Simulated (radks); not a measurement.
Values are calculated unless marked as measured or tabulated.
Spherical quantum dot in the effective-mass picture: electrons in a hard-walled sphere of radius 9.2, with a point charge +1 (a donor) at the centre, all in effective atomic units (hartree* = m*/eps^2 hartree, bohr* = eps/m* bohr), one dielectric constant everywhere. Level of theory: non-relativistic Kohn-Sham, LDA (Slater exchange, Perdew-Wang correlation), spin-polarised, spherical densities (a radial shooting solver with Libxc functionals). Levels are named by radial order and angular momentum (1s, 1p, 1d, 2s, ...), and open shells are averaged over m.

N = 6, configuration 1s2 1p(up 3, down 0) 2s(up 1, down 0). This is the lowest configuration that the search found. Occupied and some empty levels:

level,occupation,eigenvalue (hartree*),<r> (bohr*)
1s up,1,0.64142,3.419
1s down,1,0.68964,4.554
1p up,3,0.71027,6.155
2s up,1,0.71751,4.574
1p down,0,0.74305,6.147
1d up,0,0.76927,6.427
2s down,0,0.77874,3.743
1d down,0,0.80229,6.433
1f up,0,0.84764,6.635
1f down,0,0.88056,6.648
1g up,0,0.94395,6.807
2p up,0,0.97406,4.634
1g down,0,0.97651,6.824
2p down,0,1.0012,4.679

Energy (hartree*): total 1.31479, kinetic 1.0527, external -1.9452, Hartree 3.1563, exchange-correlation -0.94908.
